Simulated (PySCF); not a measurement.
## UHF on Br (bromine, neutral)

Configuration: [Ar] 3d10 4s2 4p5, 2P determinant. All numbers are calculated (PySCF 2.14, scalar relativity by spin-free X2C-1e, in aug-cc-pVTZ-DK (7s6p4d2f, 59 functions)).

```json
{"Total energy": "-2604.412628 hartree", "One-electron energy": "-3622.7001 hartree", "Hartree (Coulomb) energy": "1109.4788 hartree", "Exchange energy": "-91.1913 hartree", "⟨S²⟩": "0.7590", "⟨L²⟩": "2.036", "Sum of ⟨r⟩": "25.73 bohr", "Sum of ⟨r²⟩": "40.11 bohr²", "Traceless quadrupole moment −½Σ⟨3z² − r²⟩ along its main axis": "2.06 e·bohr²", "Langevin diamagnetic susceptibility": "-31.8 ×10⁻⁶ cm³/mol"}
```

| shell | electrons | mean orbital energy (hartree) | spread (hartree) | rms radius, mean of both spins (bohr) |
| --- | --- | --- | --- | --- |
| 1s α | 1 | -498.19225 | 0 | 0.0492 |
| 1s β | 1 | -498.18809 | 0 | 0.0492 |
| 2s α | 1 | -67.09585 | 0 | 0.205 |
| 2s β | 1 | -67.09377 | 0 | 0.205 |
| 2p α | 3 | -58.99972 | 0.00735 | 0.183 |
| 2p β | 3 | -58.99508 | 0.00300 | 0.183 |
| 3s α | 1 | -10.19954 | 0 | 0.588 |
| 3s β | 1 | -10.19145 | 0 | 0.588 |
| 3p α | 3 | -7.55379 | 0.02336 | 0.607 |
| 3p β | 3 | -7.54287 | 0.00343 | 0.607 |
| 3d α | 5 | -3.15765 | 0.02217 | 0.651 |
| 3d β | 5 | -3.15215 | 0.01204 | 0.651 |
| 4s α | 1 | -1.07605 | 0 | 1.83 |
| 4s β | 1 | -0.96908 | 0 | 1.83 |
| 4p α | 3 | -0.47663 | 0.06952 | 2.28 |
| 4p β | 2 | -0.43291 | 0 | 2.28 |

Densities and radii are taken from the X2C orbitals without a picture-change correction, which distorts them close to the nucleus.

Spin-orbit constants ζ (cm⁻¹) from the X2C one-electron operator on these orbitals: bare nucleus, nucleus screened by l(l+1)(2l+1)/3 electrons, and screened by the Breit-Pauli mean field of the electrons.

```
shell    bare  screened nucleus  mean field
   2p  262700            247700      240900
   3p   37810             35650       34470
   3d    4672              3337        3119
   4p    2579              2432        2335
```

To first order the Landé constant is A = -2335 cm⁻¹, so the lowest level has J = 3/2 and lies 0.145 eV below the centre of the term.
